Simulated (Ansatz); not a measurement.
Reaction (formal exchange of groups at a Ge–C bond): `[GeH3][C]#[C][GeH3]` + `C=C(F)F` → `FC(F)=[CH][GeH3]` + `C#[C][GeH3]`

Calculated with Ansatz (gas phase, PBE0-D4/def2-TZVP geometries, no zero-point term in ΔE). CCSD(T)/CBS is the MP2 limit (def2-TZVPP, def2-QZVPP) plus CCSD(T) − MP2 in def2-TZVPP, frozen cores. For Ge outer-core shells are correlated without core-valence functions, which leaves a few kJ/mol of doubt a bond. Scalar relativity is left out up to krypton.

```csv
species,CCSD/CBS(def2) energy (Eh)
`[GeH3][C]#[C][GeH3]`,-4231.82845
`C=C(F)F`,-276.82326
`FC(F)=[CH][GeH3]`,-2354.12247
`C#[C][GeH3]`,-2154.51963
```

Problem. Work out ΔE.

Solution. ΔE = (-2354.12247) + (-2154.51963) − (-4231.82845) − (-276.82326) = 0.00961 Eh = +0.26 eV. CCSD(T)/CBS gives +0.26 eV.

Largest T1 diagnostic among the species: 0.012.

In def2-TZVPP, CCSD(T) changes the Hartree–Fock value by −0.05 eV (the triples alone add −0.00 eV) and MP2 by −0.05 eV.
